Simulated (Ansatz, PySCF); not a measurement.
Isomers of C2H3B. Gas-phase values, no solvent. Strings in code marks are SMILES.

Quantity: electronic energy of isomers of C2H3B relative to `B1C=C1`, in kcal/mol. The restricted reference of `B=C=C` is unstable towards unrestricted orbitals.

Level 1: frozen-core CCSD(T)/cc-pVQZ // PBE0-D3(BJ)/def2-TZVP (Ansatz, a program for electronic structure)
Level 2: PBE-D3(BJ)/def2-TZVP // PBE0-D3(BJ)/def2-TZVP (PySCF)
Level 3: HF/3-21G // PBE0-D3(BJ)/def2-TZVP (PySCF)
Level 4: HF/6-31G* // PBE0-D3(BJ)/def2-TZVP (PySCF)

| species | level 2 | level 3 | level 4 |
|---|---|---|---|
| `BC#C` | 12.9 | -0.69 | 8.84 |
| `B=C=C` | 25.1 | 19.4 | 31.3 |

Problem. What does level 1 give for each?

Solution. 
- `BC#C`: 8.91
- `B=C=C`: 25.9
